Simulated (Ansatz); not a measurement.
Reactions of `F[SiH2]NP`.

Isolated molecules relaxed with PBE0-D4/def2-TZVP in Ansatz; ΔE leaves out vibrations. CBS: MP2 limit from def2 TZ/QZ plus the TZ coupled-cluster correction, frozen cores. This one scheme is used for every species. Functionals use def2-TZVPP. def2 core potentials past Kr. For Se, Te outer-core shells are correlated without core-valence functions, which leaves a few kJ/mol of doubt a bond. Scalar relativity is left out up to krypton. One conformer a species, not always the lowest.

```
                                         reaction  ωB97M-V (kJ/mol)  CCSD(T)/CBS(def2) (kJ/mol)
   `F[SiH2]NP` + `C[SeH]` → `C[Se]P` + `N[SiH2]F`               -41                         -45
            `F[SiH2]NP` + PH₃ → `PP` + `N[SiH2]F`               -20                         -24
       `F[SiH2]NP` + H₂Te → `P[TeH]` + `N[SiH2]F`               -50                         -57
  `F[SiH2]NP` + silanol → `[SiH3]OP` + `N[SiH2]F`               -10                          -9
`F[SiH2]NP` + `SC=[Se]` → `PSC=[Se]` + `N[SiH2]F`               -25                         -30
```

Largest T1 diagnostic: 0.017, for `SC=[Se]`.
